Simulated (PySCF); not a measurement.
propyne (C3H4), singlet, at the geometry optimised at the base level; PySCF with PBE0/6-31G*, frequencies.

PySCF was given this input:
```python
from pyscf import gto, scf, dft
from pyscf.hessian import thermo

mol = gto.M(
    atom='''
C    -0.00185639   -0.00189428    0.21637127
C    -0.01221132   -0.01246052    1.42328493
C     0.01062397    0.01084079   -1.23827295
H    -0.02136287   -0.02179884    2.48993988
H    -0.01065895    1.03640346   -1.62400978
H     0.91151435   -0.47546421   -1.62933389
H    -0.85883012   -0.51805633   -1.64489574
''',
    basis='6-31g*',
    verbose=3,
)

mf = dft.RKS(mol)
mf.xc = 'pbe0'
mf.grids.level = 1
mf.kernel()
hess = mf.Hessian().kernel()
freq = thermo.harmonic_analysis(mf.mol, hess)
print('frequencies / cm-1', freq['freq_wavenumber'].round(1))
th = thermo.thermo(mf, freq['freq_au'], 298.15, 101325)
thermo.dump_thermo(mf.mol, th)
```

The log (banner, timings and long lists left out):

```
converged SCF energy = -116.498125204408
frequencies / cm-1 [ 336.9  337.   619.   619.   966.9 1066.6 1066.9 1438.  1504.7 1504.8
 2265.5 3067.  3142.  3142.1 3514. ]
temperature 298.1500 [K]
pressure 101325.00 [Pa]
Rotational constants [GHz] 159.86606 8.55597 8.55597
Symmetry number 3
Zero-point energy (ZPE) 0.05602 [Eh]   147081.555 [J/mol]
                           tot       elec      trans        rot        vib
Entropy [J/mol/K]       247.828      0.000    154.773     78.085     14.971
Cv [J/mol/K]             51.999      0.000     12.472     12.472     27.055
Cp [J/mol/K]             60.313      0.000     20.786     12.472     27.055
Internal energy [J/mol]                      3718.434   3718.434 150144.161
Internal energy [Eh]   -116.43811  -116.49813
Enthalpy [J/mol]                             6197.391   3718.434 150144.161
Enthalpy [Eh]          -116.43716
Gibbs free energy [J/mol]                  -39948.070 -19562.480 145680.528
Gibbs free energy [Eh] -116.46530
```
